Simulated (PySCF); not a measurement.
AlH5OSi, SMILES [OH][AlH][SiH3]. Geometry optimised at B3LYP-D3(BJ)/def2-TZVP. Other conformers were not sampled.

**Question.** Give the equilibrium geometry at B3LYP-D3(BJ)/def2-TZVP (PySCF confirms it by a frequency run) as Cartesian coordinates in Å, and its point group. (An estimate is asked for; the answer gives what the named calculation found.)

**Answer.** One answer among several that fit: point group Cs.
```xyz
8

Al    -0.5477     0.7415     0.0000
H     -2.0503     1.2433     0.0000
O      0.7061     1.8939     0.0000
H      0.5626     2.8419     0.0000
Si     0.1506    -1.6058     0.0000
H     -0.3876    -2.3127     1.1935
H     -0.3876    -2.3127    -1.1935
H      1.6255    -1.7698     0.0000
```
Charge 0, spin multiplicity 1.
